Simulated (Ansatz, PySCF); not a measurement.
C4H10O2, triplet, at the geometry of the source list (a higher spin typed on purpose: for a closed-shell molecule this is an excited state). Base run: CASSCF(2,3)/STO-3G in PySCF.

The PySCF input:
```python
from pyscf import gto, scf, mcscf
import numpy

mol = gto.M(
    atom='''
C     2.543300    0.438400   -0.008500
O     1.369200   -0.185500    0.438800
C     0.227800    0.174400   -0.309700
C    -0.973800   -0.562000    0.293100
C    -2.257200   -0.248500   -0.464000
O    -1.147200   -0.182900    1.638600
H     2.465900    1.530700    0.064600
H     3.349000    0.087000    0.632700
H     2.762200    0.171800   -1.049900
H     0.064500    1.261700   -0.251400
H     0.356300   -0.103500   -1.366100
H    -0.764800   -1.643500    0.241200
H    -2.458700    0.818500   -0.416100
H    -2.170400   -0.553500   -1.502500
H    -3.085800   -0.776400   -0.001400
H    -0.280400   -0.226800    2.060600
''',
    basis='sto-3g',
    charge=0,
    spin=2,
    verbose=4,
)

mf = scf.ROHF(mol)
mf.kernel()
mc = mcscf.CASSCF(mf, 3, 2)
mc.fix_spin_(ss=2.0)
mc.kernel()
occ = numpy.linalg.eigvalsh(mc.fcisolver.make_rdm1(mc.ci, mc.ncas, mc.nelecas))[::-1]
ss = mc.fcisolver.spin_square(mc.ci, mc.ncas, mc.nelecas)[0]
print('natural occupations', occ.round(4), ' <S^2>', round(ss, 4))
```

Programs used: Ansatz (an electronic-structure program), PySCF; a row that names a program was run with it.

Each row names what was changed in the base input (with any setting that the change needs).

```
change                                                ΔE vs base (kcal/mol)                      natural occupations  <S^2> of the state
----------------------------------------------------  ---------------------  ---------------------------------------  ------------------
base                                                                  0.000                           1.00 1.00 0.00                2.00
orbitals = fixed (CASCI); correction = SC-NEVPT2                     -165.2                           1.00 1.00 0.00                2.00
code = ansatz                                                         -6.98                                        -                   -
active space = 6 electrons, 8 orbitals                               -28.69  1.98 1.97 1.00 1.00 0.03 0.02 0.00 0.00                2.00
active space = 8 electrons, 7 orbitals                               -29.63       2.00 1.98 1.98 1.00 1.00 0.03 0.03                2.00
state_average = 2 states                                               7.16                                        -                   -
conv_tol = 1e-5                                                       0.000                           1.00 1.00 0.00                2.00
active space = 2 electrons, 4 orbitals                               -0.031                      1.00 1.00 0.00 0.00                2.00
solver = newton                                                       0.000                           1.00 1.00 0.00                2.00
active space = 6 electrons, 6 orbitals                               -27.82            1.98 1.97 1.00 1.00 0.03 0.02                2.00
code = ansatz; correction = SC-NEVPT2, all electrons                 -173.2                                        -                   -
```

Active orbitals are taken around the Fermi level unless the row says otherwise; CASSCF can end in different local minima, and two programs can end on different orbitals. State-averaged rows give the lowest state.

Open shells are given as the SCF converged; they aren't shown to be the lowest states, and a large step between rows can be another state.

Ansatz warned in this series: the state or the total is in doubt.
